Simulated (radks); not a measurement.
Species: Te VIII. Configuration: [Ar] 3d10 4s2 4p5 4d10 (not the ground configuration).

All-electron calculation, scalar-relativistic Kohn-Sham, LDA (Slater exchange, Perdew-Wang correlation), spin-polarised, spherical densities, finite nucleus; open shells are filled with parallel spins first (spin-orbit coupling, left out, can overturn this in heavy ions); Fermi nuclear charge, rms radius 4.7423 fm. Program: a radial shooting solver on a logarithmic mesh with Libxc functionals.

Energy parts (eV):
part                       energy
total                 -184306.043
kinetic                193059.989
electron-nucleus      -441459.709
Hartree                 68625.337
exchange-correlation    -4531.660

Orbitals (lengths in bohr, moments of r in powers of bohr):
orbital  occ.  eigenvalue (eV)      <r^4>  <1/r>
1s up       1        -31696.94  2.880e-06  55.51
1s down     1        -31696.58  2.880e-06  55.52
2s up       1        -4948.703  0.0004939  12.71
2s down     1        -4948.458  0.0004939  12.71
2p up       3        -4456.056  0.0003558  12.18
2p down     3        -4455.727  0.0003558  12.18
3s up       1        -1065.795    0.02150  4.540
3s down     1        -1065.426    0.02148  4.540
3p up       3        -905.5360    0.02258  4.322
3p down     3        -905.1343    0.02255  4.322
3d up       5        -662.3767    0.01990  4.089
3d down     5        -661.9835    0.01987  4.090
4s up       1        -262.4509     0.6100  1.847
4s down     1        -261.2471     0.6125  1.846
4p up       3        -211.9327     0.8223  1.697
4p down     2        -210.7813     0.8278  1.695
4d up       5        -137.3496      1.538  1.440
4d down     5        -136.3501      1.560  1.436

The highest occupied level is 4d down at -136.35 eV. Spin moment in Bohr magnetons: 1.
